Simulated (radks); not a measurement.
Question: The mean radii <r> (bohr) of the occupied orbitals of an atom or ion are listed with their occupations. Method: scalar-relativistic Kohn-Sham, PBEsol, spin-unpolarised, spherical densities, finite nucleus; Fermi nuclear charge, rms radius of each element as measured or else 0.836 A^(1/3) + 0.57 fm; computed with a radial shooting solver on a logarithmic mesh with Libxc functionals.

| orbital | occ. | <r> |
|---|---|---|
| 1s | 2 | 0.04151 |
| 2s | 2 | 0.1836 |
| 2p | 6 | 0.1602 |
| 3s | 2 | 0.5302 |
| 3p | 6 | 0.5399 |
| 3d | 10 | 0.5521 |
| 4s | 2 | 1.429 |
| 4p | 2 | 1.597 |

Name the element and its charge.

Answer: Z = 36, krypton, charge +4: Kr4+ in [Ar] 3d10 4s2 4p2. The 1s radius gives Z: for a bare nucleus <r> = (2 gamma + 1)/(2Z) with gamma = sqrt(1 - (Z/c)^2), 0.04069 bohr for Z = 36, and screening makes it slightly larger (0.04151 here). The occupations add up to 32, and the charge is Z minus that.
